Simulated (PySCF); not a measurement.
A structure optimised at PBE-D3(BJ)/def2-SVP, used in a PySCF frequency run:

```
C
H 1 1.1069
H 1 1.1121 2 109.03
O 1 1.4304 2 109.35 3 -119.38
C 4 1.3706 1 109.31 2 -141.31
O 5 1.1975 4 125.06 1 -171.59
O 5 1.3706 6 125.06 4 -180.00
C 7 1.4304 5 109.31 6 -171.59
H 8 1.1069 7 109.35 5 -141.31
H 8 1.1121 9 109.03 7 119.38
```
Charge 0, spin multiplicity 1.

### Question
Write its SMILES, formula and point group.

### Answer
O=C1OCCO1, C3H4O3, C2

### Question
What are its rotational constants (standard atomic weights)?

### Answer
7.9640, 3.8004, 2.6864 GHz
